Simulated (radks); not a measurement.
Question: The gold ion Au6+ is in [Xe] 4f14 5d5. Calculated with a radial shooting solver on a logarithmic mesh with Libxc functionals: scalar-relativistic Kohn-Sham, PBE, spin-polarised, spherical densities, finite nucleus; Fermi nuclear charge, rms radius of each element as measured or else 0.836 A^(1/3) + 0.57 fm. Open shells are filled with parallel spins first. One electron is removed from 4f, 5d, 5s, 5p in turn, with full relaxation. Which removal costs least, and what does each cost?

Answer: 5d 96.450 eV; 5p 151.84 eV; 4f 185.29 eV; 5s 203.32 eV. The 5d electron leaves first.
